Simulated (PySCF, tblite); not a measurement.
C7H8O2.
Cartesian coordinates in Å at the GFN2-xTB level; atoms count from 1:
```
atom  x, y, z in Å
C1    -3.7257   -0.2825   -0.3641
C2    -2.3279   -0.4086   -0.0388
C3    -1.1533   -0.5025    0.2224
C4     0.2005   -0.6795    0.5337
C5     1.1883    0.1875    0.2245
C6     0.8995    1.4274   -0.4862
O7     1.7299    2.2410   -0.8285
C8     2.6299   -0.0655    0.6021
O9     3.5218    0.1200   -0.4633
H10   -3.9199    0.6770   -0.8429
H11   -4.3263   -0.3580    0.5424
H12   -4.0168   -1.0842   -1.0432
H13    0.4379   -1.5969    1.0611
H14   -0.1734    1.5834   -0.7024
H15    2.7635   -1.0967    0.9395
H16    2.8868    0.6073    1.4393
H17    3.3782    1.0158   -0.8056
```

Computed, not measured: PBE0/pcSseg-1 in PySCF (dipole) on a GFN2-xTB geometry, gas phase.

Masses are those of the commonest isotopes; rigid-rotor values at the optimised geometry. The values belong to one conformer with, in the numbering `[CH3:1][C:2]#[C:3]/[CH:4]=[C:5](\[CH:6]=[O:7])[CH2:8][OH:9]`, C4–C5–C6–O7 -178°, C4–C5–C8–O9 131°, C5–C8–O9–H 55°.

Q: What are A, B and C (MHz)?

A: Ia = 132.03, Ib = 691.58, Ic = 797.88 u·Å²; 505379 MHz·u·Å²/I gives A = 3828, B = 730.8, C = 633.4 MHz.

Q: What kind of rotor is it?

A: A near-prolate asymmetric top: κ = (2 × 730.8 − 3828 − 633.4)/(3828 − 633.4) = -0.94.

Q: What does the inertial defect say?

A: Not planar: Δ = Ic − Ia − Ib = -25.73 u·Å². For a rigid frame Δ = −2 Σ m c², so Σ m c² = 12.86 u·Å² lies off the ab plane: 3.92 from hydrogen and 8.94 from heavier atoms. The atom farthest from that plane is 1.35 Å away.

Q: Give the other two planar moments, Paa and Pbb, and the rms extents of the mass along the axes.

A: Paa = Σ m a² = (Ib + Ic − Ia)/2 = 678.71 and Pbb = Σ m b² = (Ia + Ic − Ib)/2 = 119.17 u·Å². With the mass M = 124.05 u, the rms extents √(P/M) along a, b and c are 2.34, 0.98, 0.32 Å.

Q: Which types of transition are allowed, and where do some lines up to J = 3 fall?

A: The dipole components are |μa| = 4.72 D, |μb| = 1.02 D, |μc| = 0.91 D. Intensities carry the squares of the components, which stand as 1.00 : 0.05 : 0.04 (a : b : c). Some lines, for components of 0.1 D or more:

```json
{"type": "b", "branch": "R", "J(Ka,Kc)": "3(0,3) ← 2(1,2)", "MHz": "1082", "lower level (cm⁻¹)": "0.237"}
{"type": "a", "branch": "R", "J(Ka,Kc)": "2(1,2) ← 1(1,1)", "MHz": "2631", "lower level (cm⁻¹)": "0.149"}
{"type": "c", "branch": "Q", "J(Ka,Kc)": "2(1,2) ← 2(0,2)", "MHz": "3002", "lower level (cm⁻¹)": "0.136"}
{"type": "c", "branch": "Q", "J(Ka,Kc)": "1(1,1) ← 1(0,1)", "MHz": "3097", "lower level (cm⁻¹)": "0.046"}
{"type": "b", "branch": "Q", "J(Ka,Kc)": "3(1,2) ← 3(0,3)", "MHz": "3448", "lower level (cm⁻¹)": "0.273"}
{"type": "a", "branch": "R", "J(Ka,Kc)": "3(1,3) ← 2(1,2)", "MHz": "3945", "lower level (cm⁻¹)": "0.237"}
{"type": "b", "branch": "R", "J(Ka,Kc)": "1(1,1) ← 0(0,0)", "MHz": "4461", "lower level (cm⁻¹)": "0.000"}
{"type": "b", "branch": "R", "J(Ka,Kc)": "2(1,2) ← 1(0,1)", "MHz": "5728", "lower level (cm⁻¹)": "0.046"}
{"type": "b", "branch": "Q", "J(Ka,Kc)": "2(2,0) ← 2(1,1)", "MHz": "9293", "lower level (cm⁻¹)": "0.246"}
{"type": "c", "branch": "R", "J(Ka,Kc)": "2(2,0) ← 1(1,0)", "MHz": "12119", "lower level (cm⁻¹)": "0.152"}
{"type": "c", "branch": "Q", "J(Ka,Kc)": "3(3,1) ← 3(2,1)", "MHz": "15718", "lower level (cm⁻¹)": "0.693"}
{"type": "b", "branch": "Q", "J(Ka,Kc)": "3(3,0) ← 3(2,1)", "MHz": "15718", "lower level (cm⁻¹)": "0.693"}
{"type": "b", "branch": "R", "J(Ka,Kc)": "3(3,1) ← 2(2,0)", "MHz": "19819", "lower level (cm⁻¹)": "0.556"}
{"type": "c", "branch": "R", "J(Ka,Kc)": "3(3,0) ← 2(2,0)", "MHz": "19819", "lower level (cm⁻¹)": "0.556"}
```

Q: Estimate the classical rotational partition function at 10 K, 100 K and 500 K.

A: Point group C1, symmetry number σ = 1; q = (√π/σ)·√((kT/h)³/(ABC)), k/h = 20836.6 MHz/K: 4010 at 10 K, 127000 at 100 K, 1420000 at 500 K.

Its GFN2-xTB frequencies are all real (lowest 23 cm⁻¹). No vibrational averaging or centrifugal distortion is included, and the geometry carries the error of its method. A rigid rotor knows nothing of internal rotation, which can split or shift real lines.
